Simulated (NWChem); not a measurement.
System meant: C2H6OSi2; SMILES O=C1C[SiH2][SiH2]1

NWChem input:

```
start job
memory heap 200 mb stack 900 mb global 1100 mb
geometry units angstroms noautoz
  O      0.506102    -2.203810     0.525707
  C      0.298792    -1.117170     0.061793
  C      1.359006    -0.094252    -0.346817
  Si     0.408860     1.496607     0.168543
  Si    -1.353679    -0.032126    -0.075346
  H      2.366074    -0.326534     0.032884
  H      1.396105    -0.076610    -1.453626
  H      0.578617     2.650348    -0.760991
  H      0.691550     1.906417     1.575546
  H     -1.920118    -0.069154    -1.460007
  H     -2.428504    -0.267407     0.931820
end
basis spherical
  * library def2-svp
end
dft
  xc xpbe96 cpbe96
  iterations 4
  mulliken
end
task dft energy
```

End of the output:

```
    Atom       Charge   Shell Charges
 -----------   ------   -------------------------------------------------------
    1 O    8     8.10   1.97  0.93  0.64  2.68  1.84  0.03
    2 C    6     6.09   1.97  0.66  0.35  1.80  1.12  0.20
    3 C    6     6.24   1.96  0.63  0.33  1.91  1.35  0.06
    4 Si  14    13.68   2.00  1.93  0.69  0.36  5.81  1.34  1.30  0.24
    5 Si  14    13.73   2.00  1.94  0.72  0.37  5.81  1.35  1.33  0.21
    6 H    1     0.96   0.62  0.27  0.07
    7 H    1     0.93   0.61  0.25  0.07
    8 H    1     1.07   0.63  0.42  0.03
    9 H    1     1.07   0.63  0.41  0.03
   10 H    1     1.06   0.62  0.41  0.03
   11 H    1     1.07   0.63  0.41  0.03

 center of mass
 --------------
 x =  -0.01121666 y =  -0.07306351 z =   0.02150455

 moments of inertia (a.u.)
 ------------------
         645.843555806356          -0.000000000000           0.000000000000
          -0.000000000000         411.333470878050          -0.000000000000
           0.000000000000          -0.000000000000         958.007536928313

     Multipole analysis of the density
     ---------------------------------

     L   x y z        total         alpha         beta         nuclear
     -   - - -        -----         -----         ----         -------
     0   0 0 0     -0.000000    -27.000000    -27.000000     54.000000

     1   1 0 0     -0.000693     -0.000347     -0.000347     -0.000000
     1   0 1 0      0.877389      0.438695      0.438695      0.000000
     1   0 0 1     -0.344824     -0.172412     -0.172412      0.000000

     2   2 0 0    -32.822942   -122.890598   -122.890598    212.958253
     2   1 1 0      0.699322     -1.867358     -1.867358      4.434038
     2   1 0 1     -0.605738      0.421584      0.421584     -1.448907
     2   0 2 0    -38.881630   -178.126130   -178.126130    317.370631
     2   0 1 1      0.909081     -0.270377     -0.270377      1.449834
     2   0 0 2    -33.494135    -36.647498    -36.647498     39.800862

 ------------------------------------------------------------------------
 dft energy failed                                                                                  0
 ------------------------------------------------------------------------
 ------------------------------------------------------------------------
  current input line :
    24: task dft energy
 ------------------------------------------------------------------------
 ------------------------------------------------------------------------
 This type of error is most commonly associated with calculations not reaching convergence criteria
 ------------------------------------------------------------------------
 For more information see the NWChem manual at https://nwchemgit.github.io

0:dft energy failed:Received an Error in Communication
```

Can this run be used? If not, why, and what is the fix?

Convergence was not reached. Cause: the SCF was allowed too few iterations. This input runs:
```
start job
memory heap 200 mb stack 900 mb global 1100 mb
geometry units angstroms noautoz
  O      0.506102    -2.203810     0.525707
  C      0.298792    -1.117170     0.061793
  C      1.359006    -0.094252    -0.346817
  Si     0.408860     1.496607     0.168543
  Si    -1.353679    -0.032126    -0.075346
  H      2.366074    -0.326534     0.032884
  H      1.396105    -0.076610    -1.453626
  H      0.578617     2.650348    -0.760991
  H      0.691550     1.906417     1.575546
  H     -1.920118    -0.069154    -1.460007
  H     -2.428504    -0.267407     0.931820
end
basis spherical
  * library def2-svp
end
dft
  xc xpbe96 cpbe96
  iterations 150
  mulliken
end
task dft energy
```
It converges to -733.21172 Ha (PBE/def2-SVP).
